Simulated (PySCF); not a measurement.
C2H6BFOS. Atoms are numbered in the order given.

```xyz
12

B      0.0768     0.5467     0.1463
F      0.3453     1.7916     0.5613
O     -0.9008     0.3053    -0.7500
C     -1.7122     1.3203    -1.3186
H     -1.4329     2.3210    -0.9553
H     -1.6074     1.2922    -2.4144
H     -2.7656     1.1255    -1.0631
S      1.0740    -0.8040     0.8307
C      0.3358    -2.2452    -0.0265
H     -0.7281    -2.3446     0.2253
H      0.8797    -3.1341     0.3192
H      0.4442    -2.1481    -1.1145
```

Geometry optimised at B3LYP-D3(BJ)/def2-SVP. Other conformers were not sampled.

These are PBE/pcSseg-1 in PySCF values and carry that method's errors.

GIAO shieldings, no solvent; atoms alike by connectivity are averaged. δ = σ(ref) − σ: ¹¹B against BF3 (σ = 83.9 ppm); ¹⁹F against CFCl3 (σ = 133.6 ppm); ¹⁷O against H2O (σ = 334.3 ppm); ¹³C against TMS (σ = 182.0 ppm); ¹H against TMS (σ = 31.49 ppm); ³³S against H2S (σ = 706.5 ppm), references at their B3LYP-D3(BJ)/def2-TZVP geometries, non-relativistic.

Question: Estimate the chemical shifts. (The exact figures need the calculation; the answer reports its results.)

Answer: 
```tsv
nucleus	atoms	count	δ (ppm)
¹¹B	B1	1	17.3
¹⁹F	F2	1	-122.1
¹⁷O	O3	1	117.9
¹³C	C4	1	56.5
¹³C	C9	1	17.5
¹H	H5, H6, H7	3	4.26
¹H	H10, H11, H12	3	2.19
³³S	S8	1	120.2
```
